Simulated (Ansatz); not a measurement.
Consider the atomization: `[NH][SiH](N)O`• → 5 H• + 2 N• + O• + Si•.

Calculated with Ansatz (gas phase, PBE0-D4/def2-TZVP geometries, no zero-point term in ΔE). CCSD(T)/CBS adds triple-zeta CCSD(T) − MP2 to the extrapolated MP2 energy (def2 sets, frozen cores). This one scheme is used for every species, atoms too. DFT in def2-TZVPP. Open shells (•) are unrestricted, without spin–orbit coupling. Spin–orbit coupling would lower the free atoms: a little for O, Si. Each species was taken in one conformer, which may not be the lowest.

```
           level  ΔE (eV)  difference from CCSD(T)/CBS
       revPBE-D4    31.95                        -0.36
       r2SCAN-D4    32.21                        -0.10
          B97M-V    32.29                        -0.02
      r2SCANh-D4    31.93                        -0.38
        BHLYP-D4    31.25                        -1.06
          B2PLYP    31.94                        -0.37
          revPBE    31.43                        -0.88
           BHLYP    31.06                        -1.25
 CCSD/def2-TZVPP    30.63                        -1.68
  CCSD/CBS(def2)    31.83                        -0.48
 MP2/cc-pV(D+d)Z    28.71                        -3.60
CCSD/cc-pV(D+d)Z    28.01                        -4.30
 MP2/cc-pV(T+d)Z    31.45                        -0.86
  HF/cc-pV(Q+d)Z    21.93                       -10.38
    CCSD/CBS(cc)    31.76                        -0.55
 CCSD(T)/CBS(cc)    32.33                         0.02
     CCSD(T)/CBS    32.31                            0
```

**Question.** What do rigid-rotor, harmonic-oscillator terms from PBE0-D4/def2-TZVP frequencies (298.15 K, 1 bar) make of the CCSD(T)/CBS value? (An estimate is asked.)

**Answer.** Computed: ΔZPE = -1.68 eV, ΔH = +31.00 eV, ΔS = 881 J/(mol·K), ΔG = +28.28 eV. Open shells count their whole term as degenerate.

Largest T1 diagnostic among the species: 0.014.

At CCSD(T), def2-SVP lies −3.32 eV from the extrapolated value and def2-TZVPP −1.20 eV: correlation converges slowly with the basis, and small sets miss more of it in the bonded molecule than in its fragments. From BLYP to BHLYP (50 % exact exchange), in def2-TZVPP and without D4, ΔE moves by −1.17 eV: exact exchange takes away binding that semilocal exchange gives to molecules. Leaving LDA and LC-ωPBE aside and taking each functional with its dispersion term where it has one, the values, not all of them listed here, spread over 1.59 eV, from BHLYP-D4 to PBE-D4. LDA lies +4.42 eV from PBE without D4, its usual overbinding.

For atomizations the MP2-based limit and the directly extrapolated one differ by several kJ/mol either way, and by 10 to 25 for some Ge, Se and Sn compounds, so smaller differences from it don't rank the levels.
